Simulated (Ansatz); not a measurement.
Relaxation of CH7FN2OSi (13 atoms, charge 0, multiplicity 1), to a largest force component of 0.015 eV/Å in at most 40 steps.

All numbers below come from RKS r2SCAN-D4/6-31G* (Ansatz 0.2.0).

```xyz
13
Properties=species:S:1:pos:R:3:forces:R:3
N -0.306 -2.213 -0.599 0.93 -0.27 0.11
Si 0.128 -0.973 0.465 -0.86 -0.67 1.16
F 1.687 -1.060 0.507 2.27 0.02 0.89
N -0.233 0.409 -0.409 -1.35 0.57 0.51
C 0.175 1.715 -0.136 0.82 1.75 1.40
O -0.518 2.252 0.994 -1.34 -0.94 -0.03
H -1.214 -2.496 -0.372 -1.88 -1.00 -0.12
H -0.275 -1.822 -1.524 -0.23 -0.43 -0.71
H -0.543 -1.091 1.806 0.36 0.04 -0.37
H -0.072 0.175 -1.344 0.02 -0.14 -2.14
H -0.047 2.384 -0.945 0.07 0.26 -1.20
H 1.272 1.772 0.083 -0.58 0.30 0.20
H -1.488 1.990 0.827 1.78 0.52 0.29
```

**Question.** Where does it end, and by what steps?

**Answer.** The run converged. After 16 steps the energy has fallen by 1.053 eV; H10 moved furthest, 1.06 Å.

```tsv
step	energy less start (eV)	largest force component (eV/Å)	accepted
0	0.0000	2.268	yes
1	-0.5961	1.075	yes
2	-0.7835	0.640	yes
3	-0.8292	0.618	yes
4	-0.8638	0.738	yes
5	-0.8868	0.725	yes
6	-0.9143	0.915	yes
7	-0.9184	0.829	yes
8	-1.0080	0.445	yes
9	-0.9663	1.793	no
10	-1.0268	0.101	yes
11	-1.0399	0.211	yes
12	-1.0475	0.155	yes
13	-1.0511	0.205	yes
14	-1.0527	0.106	yes
15	-1.0532	0.017	yes
16	-1.0532	0.011	yes
```

```xyz
13
Properties=species:S:1:pos:R:3
N -0.430 -2.223 -0.710
Si -0.065 -0.931 0.347
F 1.447 -0.848 0.910
N -0.219 0.506 -0.596
C 0.314 1.768 -0.142
O -0.240 2.243 1.082
H -0.678 -3.134 -0.344
H 0.032 -2.296 -1.609
H -0.934 -1.127 1.534
H -1.040 0.582 -1.187
H 0.194 2.511 -0.946
H 1.379 1.650 0.074
H -1.195 2.341 0.937
```

Whether the end is a true minimum wasn't checked by a vibrational analysis.

The run took 87 s on 2 threads of Arm Neoverse V1, with other jobs on the host, peak memory 0.21 GiB.
